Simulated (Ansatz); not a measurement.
Input for Ansatz (a quantum-chemistry and plane-wave program): R-CCSD(T)/def2-QZVPP on H6W (SMILES [WH6]). Elements past Kr take the def2 small-core potentials; no spin–orbit coupling. The basis file is the Basis Set Exchange's JSON of that set.

Ansatz 0.2 input:
```yaml
crystal:
  periodic: [false, false, false]
  atoms:
    - {symbol: W, position_ang: [-0.00000000, -0.00000000, -0.00000000]}
    - {symbol: H, position_ang: [1.80742093, 0.00000000, 0.00000000]}
    - {symbol: H, position_ang: [-1.80742093, -0.00000000, 0.00000000]}
    - {symbol: H, position_ang: [0.00000000, 1.80742093, -0.00000000]}
    - {symbol: H, position_ang: [-0.00000000, -1.80742093, -0.00000000]}
    - {symbol: H, position_ang: [0.00000000, 0.00000000, 1.80742093]}
    - {symbol: H, position_ang: [0.00000000, 0.00000000, -1.80742093]}
basis:
  gaussian:
    orbitals: def2-QZVPP.json
magnetization: {spin_polarized: false}
correlation: {method: ccsd_t, electrons: outside_noble_gas}
scf: {lower_state_search: off}
```

It printed:

```
WARN ansatz: RAYON_NUM_THREADS=4 ignored (pool sized by the plan → 4); use --threads N
Functional definition: HF
these checks for a lower state are left out or cut short: stability, starts, cluster_reference, orbital_swaps, neighbouring_geometries, increment
integrals: 1.81 GiB planned
1528 factors; integrals over basis functions are off by at most 8.1e-4 eV
mean field: 0.80 GiB planned
mean field evaluation 1: about -1888.5783 eV, gradient 4.0e1 eV
mean field evaluation 2: about -1888.5849 eV, gradient 4.0e1 eV
mean field evaluation 4: about -1893.3439 eV, gradient 1.3e0 eV
mean field evaluation 8: about -1893.3508 eV, gradient 4.2e-4 eV
mean field -1893.35084534 eV, -69.5793602070 hartree, gradient 1.9e-6 eV, S^2 0.000000; 0 other end points of the search recorded, 0 dependent functions left out
4 core orbitals not correlated
reference -1893.35084534 eV, -69.5793602070 hartree; 6, 6 occupied and 251, 251 virtual orbitals, 1528 factors
second order -6.86155475 eV of doubles, -0.00000000 eV of singles
coupled cluster: 2.86 GiB planned
cycle   1  -7.44545456 eV  change   -5.8e-1 eV  update   7.6e-2
cycle   2  -7.76553342 eV  change   -3.2e-1 eV  update   2.8e-2
cycle   3  -7.81120978 eV  change   -4.6e-2 eV  update   9.1e-3
cycle   4  -7.80745081 eV  change    3.8e-3 eV  update   2.4e-3
cycle   5  -7.80731337 eV  change    1.4e-4 eV  update   7.8e-4
cycle   6  -7.80745556 eV  change   -1.4e-4 eV  update   3.2e-4
cycle   7  -7.80740924 eV  change    4.6e-5 eV  update   1.0e-4
cycle   8  -7.80748846 eV  change   -7.9e-5 eV  update   3.3e-5
cycle   9  -7.80747739 eV  change    1.1e-5 eV  update   1.1e-5
cycle  10  -7.80746989 eV  change    7.5e-6 eV  update   3.7e-6
perturbative correction -0.28451907 eV, -0.0104558828 hartree
Total energy: -1901.44283429 eV, -69.8767353161 hartree
Checks for a lower state left out: stability, starts, cluster_reference, orbital_swaps, neighbouring_geometries, increment
```

The run converged.

Cost: roughly 50 core-seconds.
